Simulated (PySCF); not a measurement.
SiF3I, SMILES F[Si](F)(F)I. Geometry: r2SCAN-D4/def2-SVP. The def2 effective core potentials stand for the cores of I; spin–orbit coupling is left out.

Computed equilibrium geometry at r2SCAN-D4/def2-SVP (PySCF confirms it by a frequency run) as a Z-matrix, and its point group:
point group C3v.
```
Si
F 1 1.5982
F 1 1.5982 2 108.01
F 1 1.5982 2 108.01 3 116.58
I 1 2.3905 2 110.90 4 121.71
```
Charge 0, spin multiplicity 1.
